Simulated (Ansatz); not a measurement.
`C[O][InH][Br]` + `CC(C)CC(C)C` → `CC(C)CC(C)(C)C` + `[OH][InH][Br]`  (formal exchange of groups at a C–O bond)

Program: Ansatz. Geometries: PBE0-D4/def2-TZVP. ΔE: electronic, gas phase. CBS: MP2 limit from def2 TZ/QZ plus the TZ coupled-cluster correction, frozen cores. DFT in def2-TZVPP. HSE06 is defined as in plane-wave codes. def2 core potentials past Kr. For Br, In outer-core shells are correlated without core-valence functions, which leaves a few kJ/mol of doubt a bond. Scalar relativity is left out up to krypton. Each species was taken in one conformer, which may not be the lowest.

```tsv
level	ΔE (kJ/mol)	difference from CCSD(T)/CBS
LDA (SPW92)	-48.0	3.6
PBE-D4	-42.1	9.5
BLYP-D4	-37.5	14.1
r2SCAN-D4	-44.4	7.2
r2SCANh-D4	-45.3	6.3
B2PLYP	-40.3	11.3
BLYP	-25.8	25.8
r2SCANh	-43.3	8.3
HSE06	-39.7	11.9
HF/def2-SVP	-16.6	35.0
CCSD/def2-SVP	-38.2	13.4
SCS-MP2/def2-TZVPP	-50.9	0.7
CCSD/def2-TZVPP	-48.4	3.2
HF/def2-QZVPP	-27.0	24.6
MP2/def2-QZVPP	-59.1	-7.5
HF/CBS(def2)	-27.0	24.6
CCSD(T)/CBS	-51.6	0
```

Largest T1 diagnostic among the species: 0.014.

Leaving LDA and LC-ωPBE aside and taking each functional with its dispersion term where it has one, the values, not all of them listed here, spread over 11.6 kJ/mol, from PBE-QIDH to BLYP-D4. LDA lies −11.7 kJ/mol from PBE without D4. In def2-TZVPP, CCSD(T) changes the Hartree–Fock value by −23.8 kJ/mol (the triples alone add −2.5 kJ/mol) and MP2 by −31.7 kJ/mol.
